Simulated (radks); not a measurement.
Numerical settings for neutral vanadium, [Ar] 3d3 4s2. Method: scalar-relativistic Kohn-Sham, PBE, spin-polarised, spherical densities, finite nucleus; open shells are filled with parallel spins first; Fermi nuclear charge, rms radius 3.6002 fm; computed with a radial shooting solver on a logarithmic mesh with Libxc functionals. The defaults (mesh step 0.008 in ln r, mesh end at 40 bohr or more with all orbitals vanishing there, Anderson mixing 0.5 over 9 steps, residual threshold near 1e-9 with the energy settled to 1e-9 hartree or 1e-11 of itself, here a cap of 59 iterations) give E = -949.0692 hartree and 4s at -4.283 eV in 17 iterations. Run on one thread of a shared host, so times are rough (Arm Neoverse N1): 0.21 s of CPU time, 0.21 s wall, 17 iterations on 2381 mesh points. Changes against that run (0 stands for a change within the tolerance of the run):

mesh step in ln r 0.2: iterations 4; converged no; E (mhartree) diverged; CPU (s) 0.02
mesh step in ln r 0.12: iterations 2; converged no; E (mhartree) diverged; CPU (s) 0.01
mesh step in ln r 0.08: iterations 14; converged yes; E (mhartree) +0.167; e(4s) (meV) -0.0242; CPU (s) 0.04
mesh end (bohr) 2: iterations 17; converged level above zero; E (mhartree) +1.03e+04; e(4s) (meV) +1.2e+05; CPU (s) 0.15
mesh end (bohr) 400: iterations 17; converged yes; E (mhartree) 0; e(4s) (meV) 0; CPU (s) 0.21
residual threshold 1e-05: iterations 10; converged yes; E (mhartree) 0; e(4s) (meV) -0.0453; CPU (s) 0.15
residual threshold 0.1: iterations 9; converged yes; E (mhartree) 0; e(4s) (meV) -0.0673; CPU (s) 0.14
mixing 0.05: iterations 26; converged yes; E (mhartree) 0; e(4s) (meV) 0; CPU (s) 0.3
linear mixing, mixing 0.5: iterations 59; converged no; E (mhartree) 0; e(4s) (meV) 0; CPU (s) 0.45
linear mixing, mixing 0.05: iterations 59; converged no; E (mhartree) +0.578; e(4s) (meV) -152; CPU (s) 0.65
mixing history 2: iterations 38; converged yes; E (mhartree) 0; e(4s) (meV) 0; CPU (s) 0.36
iteration cap 5: iterations 5; converged no; E (mhartree) -0.00337; e(4s) (meV) -4.21; CPU (s) 0.08

Settled on a wrong energy, with an occupied level pushed above zero by the early mesh end: mesh end (bohr) 2 (+10.3 hartree). Apart from these: no run marked as converged misses the energy by more than 1 mhartree. A mesh that ends early acts as a hard wall.
